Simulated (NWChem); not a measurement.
Species: SiH2S2Cl2; SMILES Cl[Si](Cl)(S)S

```xyz
7

S      1.5057     0.9865     1.1566
Si     0.0000     0.0000    -0.0011
S     -1.5057    -0.9865     1.1566
Cl     1.0685    -1.3004    -1.1994
Cl    -1.0685     1.3004    -1.1994
H      0.6361     1.7157     1.8913
H     -0.6361    -1.7157     1.8913
```
Atoms are numbered in this order, from 1.

All runs: NWChem. All runs use the structure optimised with B3LYP/6-31G* (spherical d). Ions are spin-unrestricted doublets at the neutral geometry; other ion states weren't tried.

Question: Among these, which level gives the highest value of “−ε(HOMO) (eV)”?
(A) B3LYP/def2-SVP
(B) PBE/def2-SVP
(C) LDA (Slater exchange, VWN5)/def2-SVP
(D) Hartree-Fock/def2-SVP

Answer: D, Hartree-Fock/def2-SVP. Values: PBE/def2-SVP 6.50; LDA (Slater exchange, VWN5)/def2-SVP 6.56; B3LYP/def2-SVP 7.47; Hartree-Fock/def2-SVP 10.73
